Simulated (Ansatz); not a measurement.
Reaction (formal exchange of groups at a Ge–O bond): `[OH][GeH]([OH])[OH]` + GeH₄ → `[OH][GeH]([OH])[GeH3]` + H₂O

Computed with Ansatz on PBE0-D4/def2-TZVP structures; ΔE is electronic, products minus reactants. CCSD(T)/CBS is the MP2 limit (def2-TZVPP, def2-QZVPP) plus CCSD(T) − MP2 in def2-TZVPP, frozen cores. This one scheme is used for every species. For Ge outer-core shells are correlated without core-valence functions, which leaves a few kJ/mol of doubt a bond. Scalar relativity is left out up to krypton. Each species was taken in one conformer, which may not be the lowest.

| species | HF/def2-QZVPP energy (Eh) |
| --- | --- |
| `[OH][GeH]([OH])[OH]` | -2302.53483 |
| GeH₄ | -2077.72178 |
| `[OH][GeH]([OH])[GeH3]` | -4304.17038 |
| H₂O | -76.06663 |

**Question.** Work out ΔE.

**Answer.** ΔE = (-4304.17038) + (-76.06663) − (-2302.53483) − (-2077.72178) = 0.01960 Eh = +12.3 kcal/mol. CCSD(T)/CBS gives +6.1 kcal/mol.

Largest T1 diagnostic among the species: 0.012.

From PBE to PBE0 (25 % exact exchange), in def2-TZVPP and without D4, ΔE moves by +0.9 kcal/mol. In def2-TZVPP, CCSD(T) changes the Hartree–Fock value by −4.5 kcal/mol (the triples alone add −0.3 kcal/mol) and MP2 by −4.4 kcal/mol. The D4 term adds −1.0 kcal/mol with B3LYP and −0.6 kcal/mol with PBE0; it sums over pairs of atoms, weighted by their polarisabilities, and B3LYP, whose exchange is more repulsive, gets the larger term.

B3LYP here is the variant with VWN-RPA as its local correlation; programs differ in this.
